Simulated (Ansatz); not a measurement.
Molecule: CHO (charge 0, doublet). SMILES: [CH-]=[O+]
Structure (B3LYP-D3(BJ)/def2-TZVP (Ansatz, a program for electronic structure) minimum search):
```
C
O 1 1.1718
H 1 1.1249 2 124.43
```
Charge 0, spin multiplicity 2.

Wanted: atomisation energy, in kcal/mol. Terms: no spin-orbit coupling; no dispersion term unless named; 6-31G* and kin with 6d, 5d where marked; open shells spin-unrestricted; atomisation electronic, to ground-state atoms; non-relativistic; frozen cores in correlated levels. Basis-set limits of correlation are two-point, X^-3; Hartree-Fock from the larger set. Ab initio and DFT rows: single points at B3LYP-D3(BJ) geometries (Ansatz).

```csv
species,coefficient,"E at B3LYP/6-31G* (Ansatz), Eh","E at PBE/def2-TZVPD (Ansatz), Eh"
[CH-]=[O+] (CHO),-1,-113.84993,-113.77605
C atom,+1,-37.84628,-37.79605
H atom,+1,-0.50027,-0.49962
O atom,+1,-75.06062,-75.01069
```

Coupled cluster (Ansatz) is a level with limits of its own, used here on species with T1 under 0.025 (0.045 for open shells) and stable references: CCSD(T)/CBS(aug-cc-pVTZ,aug-cc-pVQZ). Value to compare with, CCSD(T)/CBS(aug-cc-pVTZ,aug-cc-pVQZ) (Ansatz): 278.1 kcal/mol. 1 Eh = 627.5095 kcal/mol.

Task: Compute it at each level from the table, and compare with CCSD(T)/CBS(aug-cc-pVTZ,aug-cc-pVQZ) (Ansatz).

Result: 
- B3LYP/6-31G*: the sum of coefficient times E is 0.44276 Eh, or 277.84 kcal/mol. Result: 277.8 kcal/mol. Its difference against CCSD(T)/CBS(aug-cc-pVTZ,aug-cc-pVQZ) (Ansatz) is -0.3 kcal/mol.
- PBE/def2-TZVPD: the sum of coefficient times E is 0.46969 Eh, or 294.73 kcal/mol. Result: 294.7 kcal/mol. Its difference against CCSD(T)/CBS(aug-cc-pVTZ,aug-cc-pVQZ) (Ansatz) is 16.6 kcal/mol.
